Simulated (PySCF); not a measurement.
F3Se, charge +1, singlet, at a GFN2-xTB geometry. Base run: PySCF with PBE/6-31G, TDA.

Input for PySCF:
```python
from pyscf import gto, scf, dft, tdscf

mol = gto.Mole()
mol.atom = '''
    Se   -0.060794    0.140841    0.359023
    F    -1.122867   -0.917145   -0.364992
    F     0.059901    1.135983   -0.970133
    F     1.292631   -0.750905   -0.021186
'''
mol.basis = '6-31g'
mol.charge = 1
mol.spin = 0
mol.verbose = 3
mol.build()

mf = dft.RKS(mol)
mf.xc = 'pbe'
mf.kernel()
td = mf.TDA()
td.nstates = 5
td.kernel()
td.analyze()
```

Each row names what was changed in the base input (with any setting that the change needs).

```json
[
 {"change": "base", "first excitation (eV)": "6.94", "oscillator strength of the first": "0.004", "second (eV)": "6.94", "core-seconds (rough)": "8"},
 {"change": "functional = lc_wpbe", "first excitation (eV)": "(withheld)", "oscillator strength of the first": "(withheld)", "second (eV)": "(withheld)", "core-seconds (rough)": "30"},
 {"change": "basis = cc-pVDZ", "first excitation (eV)": "(withheld)", "oscillator strength of the first": "(withheld)", "second (eV)": "(withheld)", "core-seconds (rough)": "20"},
 {"change": "states = triplets", "first excitation (eV)": "5.90", "oscillator strength of the first": "-", "second (eV)": "5.90", "core-seconds (rough)": "10"},
 {"change": "functional = bhandhlyp", "first excitation (eV)": "(withheld)", "oscillator strength of the first": "(withheld)", "second (eV)": "(withheld)", "core-seconds (rough)": "20"},
 {"change": "conv_tol = 1e-3", "first excitation (eV)": "6.94", "oscillator strength of the first": "0.004", "second (eV)": "6.94", "core-seconds (rough)": "7"},
 {"change": "functional = pbe0", "first excitation (eV)": "7.59", "oscillator strength of the first": "0.027", "second (eV)": "7.59", "core-seconds (rough)": "10"},
 {"change": "functional = hf", "first excitation (eV)": "8.86", "oscillator strength of the first": "0.100", "second (eV)": "8.86", "core-seconds (rough)": "3"},
 {"change": "guess vectors = 13 for 5 states", "first excitation (eV)": "6.94", "oscillator strength of the first": "0.004", "second (eV)": "6.94", "core-seconds (rough)": "10"},
 {"change": "nstates = 15", "first excitation (eV)": "6.94", "oscillator strength of the first": "0.004", "second (eV)": "6.94", "core-seconds (rough)": "10"}
]
```

Problem. Fill in the missing entries.

Solution. 
- functional = lc_wpbe, first excitation (eV): 7.74
- functional = lc_wpbe, oscillator strength of the first: 0.040
- functional = lc_wpbe, second (eV): 7.74
- basis = cc-pVDZ, first excitation (eV): 7.10
- basis = cc-pVDZ, oscillator strength of the first: 0.001
- basis = cc-pVDZ, second (eV): 7.10
- functional = bhandhlyp, first excitation (eV): 8.03
- functional = bhandhlyp, oscillator strength of the first: 0.050
- functional = bhandhlyp, second (eV): 8.03

An iterative solver can miss low states, so a row lists the states that it found.
